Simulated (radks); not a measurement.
Values are calculated unless marked as measured or tabulated.
Problem. These are the eigenvalues of the occupied orbitals of an atom or ion with whole-number occupations (hartree). Level of theory: scalar-relativistic Kohn-Sham, RPBE, spin-polarised, spherical densities, finite nucleus; Fermi nuclear charge, rms radius of each element as measured or else 0.836 A^(1/3) + 0.57 fm (a radial shooting solver on a logarithmic mesh with Libxc functionals).

| orbital | eigenvalue |
|---|---|
| 1s up | -1777.827 |
| 1s down | -1777.827 |
| 2s up | -292.3281 |
| 2s down | -292.3270 |
| 2p up | -260.5003 |
| 2p down | -260.4996 |
| 3s up | -64.71320 |
| 3s down | -64.62916 |
| 3p up | -54.80651 |
| 3p down | -54.72274 |
| 3d up | -41.55755 |
| 3d down | -41.49361 |
| 4s up | -13.29917 |
| 4s down | -13.09402 |
| 4p up | -10.04228 |
| 4p down | -9.83723 |
| 4d up | -5.50532 |
| 4d down | -5.29977 |
| 5s up | -2.17826 |
| 5s down | -2.05964 |
| 5p up | -1.39799 |
| 5p down | -1.31069 |
| 4f up | -0.64620 |

Which element is it, and in what charge state? The configuration may be excited. Open shells, if any, are filled with parallel spins first.

Solution. Z = 63, europium, charge +2: Eu2+ in [Xe] 4f7. The list shows which subshells hold electrons but not how many an open one holds; the 1s level, -1777.8 hartree, gives Z - s = 59.6 by -(Z - s)^2/2, which with screening and relativity narrows Z to a few neighbours, and the depths of the outer levels then fix element, charge and occupations together.
